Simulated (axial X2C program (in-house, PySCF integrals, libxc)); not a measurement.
## NaAg⁻: from the spin-free to the two-component result

Calculated with an in-house relativistic program for diatomic molecules. Spin-free means the one-electron spin-free X2C Hamiltonian; two-component (2c) means X2C with spin–orbit coupling and atomic mean-field two-electron Coulomb and Gaunt terms, so the difference of the two also holds small scalar two-electron terms. Basis: Ag dyall-acv3z [13s13p9d5f3g], Na dyall-av3z [10s9p5d2f] (cores contracted in-house); Gaussian nuclei, density fitting, unrestricted open shells. Masses: Ag 106.905 u, Na 22.990 u.

Spin-free state: M_S = 1/2, Λ = 0 (beyond evenly filled blocks: σα); fragments Ag- + Na.

```csv
level,Re (Å),ωe (cm⁻¹),De (eV),μ (D)
PBE0,2.898,137.9,0.886,-8.60
HF,3.197,98.8,0.627,-7.74
CCSD,2.905,142.1,0.832,n/a
CCSD(T),2.885,147.1,0.853,n/a
PBE50,2.930,132.2,0.865,-8.48
```

Correlated methods: 13 electrons correlated (number of frozen shells: Ag 4 s, 3 p, 1 d; Na 2 s, 1 p), 335 virtual spin orbitals or spinors in MP2, 89 natural virtuals in coupled cluster.

Dipoles are positive if Na is the positive end and refer to the centre of mass.

Two-component determinant lowest at the distance of the search:

Ω = 1/2 (⟨Sz⟩ = 0.50, ⟨Lz⟩ = 0.00 at HF); fragments Ag- + Na.

```tsv
level	Re (Å)	ωe (cm⁻¹)	De (eV)	μ (D)
PBE0	2.898	137.9	0.887	-8.61
HF	3.196	98.8	0.627	-7.74
CCSD	2.905	142.1	0.832	n/a
CCSD(T)	2.885	147.1	0.854	n/a
PBE50	2.929	132.2	0.866	-8.48
```

From the two tables, how do the constants change at the CCSD(T) level (2c against spin-free)?

At the CCSD(T) level Re is unchanged within 0.001 Å and ωe doesn't move by more than 0.2 cm⁻¹; De changes by 0.001 eV.

One determinant describes the state; a PBE0 search over occupations chose it and may have missed a lower one. De is counted from the lowest determinant-based energies of the atoms at the same level, without counterpoise correction. Density functionals use the spin component along the axis (collinear). Coupled cluster ran in a truncated set of natural virtual spinors; the MP2 energy of the rest was added. (T) has no such correction and the atoms are truncated less, which lowers De at CCSD(T) by a hundredth of an eV or more. The highest occupied level of some functionals is positive through self-interaction error; at Hartree–Fock it is bound. The determinant is spin-polarised beyond a pure state at some levels (its spin-free form has ⟨S²⟩ too high), which makes Re and μ there less reliable. The T1 diagnostic is large, a sign of multireference character. With the outer-core shells frozen, correlated bond lengths of heavy atoms tend to come out a few hundredths of an ångström too long. Hartree–Fock gets electron affinities wrong, so its lowest charge split need not be the true one.
